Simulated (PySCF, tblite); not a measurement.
One entry of a table of gas-phase calculations, keyed by method. Lists by class give the value and the number of equivalent atoms.

```json
{
 "formula": "C7H6N2S",
 "smiles": "C=Nc1csc2cc[nH]c12",
 "inchi": "InChI=1S/C7H6N2S/c1-8-5-4-10-6-2-3-9-7(5)6/h2-4,9H,1H2",
 "charge": 0,
 "multiplicity": 1,
 "geometry_level": "GFN2-xTB",
 "atoms_angstrom": [
  ["C", 2.513, -1.861, -0.442],
  ["N", 1.405, -1.525, 0.055],
  ["C", 0.924, -0.236, 0.026],
  ["C", 1.638, 0.937, 0.008],
  ["S", 0.67, 2.367, 0.099],
  ["C", -0.772, 1.408, 0.127],
  ["C", -2.172, 1.542, 0.179],
  ["C", -2.665, 0.262, 0.183],
  ["N", -1.639, -0.638, 0.131],
  ["C", -0.469, 0.049, 0.104],
  ["H", 2.822, -2.89, -0.329],
  ["H", 3.183, -1.195, -0.989],
  ["H", 2.705, 1.047, 0.016],
  ["H", -2.739, 2.449, 0.208],
  ["H", -3.685, -0.067, 0.217],
  ["H", -1.727, -1.639, 0.142]
 ],
 "electronic_structure_code": "PySCF",
 "results": {
  "GFN2-xTB geometry": {
   "point_group": "C1",
   "rotational_constants_GHz": [1.915, 1.113, 0.708]
  },
  "PBE0/pcSseg-1 ground state and GIAO shieldings, non-relativistic": {
   "dipole_D": 1.75,
   "homo_eV": -5.82,
   "lumo_eV": -1.29,
   "shift_vs_computed_TMS_C_by_class_ppm": [
    [151.8, 1],
    [140.5, 1],
    [138.5, 1],
    [133.0, 1],
    [124.1, 1],
    [113.5, 1],
    [107.0, 1]
   ],
   "shift_vs_computed_TMS_H_by_class_ppm": [
    [8.12, 1],
    [8.05, 1],
    [7.28, 1],
    [6.96, 1],
    [6.72, 1],
    [6.64, 1]
   ],
   "shielding_other_nuclei_by_class_ppm": [
    ["N", -111.9, 1],
    ["N", 117.1, 1],
    ["S", 384.1, 1]
   ],
   "charges_hirshfeld_e_by_atom": [0.01, -0.15, 0.0, -0.1, 0.08, -0.07, -0.1, -0.03, -0.06, 0.0, 0.05, 0.05, 0.05, 0.05, 0.06, 0.16]
  },
  "GFN2-xTB harmonic vibrations, gas phase": {
   "strongest_ir_bands_cm-1_km_per_mol_modes": [
    [514.0, 42.5, 1],
    [865.8, 32.4, 1],
    [1165.9, 26.0, 1],
    [1328.4, 41.0, 1],
    [1474.6, 63.2, 1],
    [2912.5, 81.0, 1]
   ],
   "zpe_kcal_per_mol": 71.4
  }
 }
}
```

The dipole equals about 5.8 × 10⁻³⁰ C·m (1 D = 3.33564 × 10⁻³⁰ C·m). The zero-point energy, half the sum of the 42 harmonic wavenumbers, equals 24990 cm⁻¹ or 299 kJ/mol.

Conformer computed: `[CH2:1]=[N:2][c:3]1[cH:4][s:5][c:6]2[cH:7][cH:8][nH:9][c:10]12`: C1–N2–C3–C4 -29°.

One conformer stands for the species.
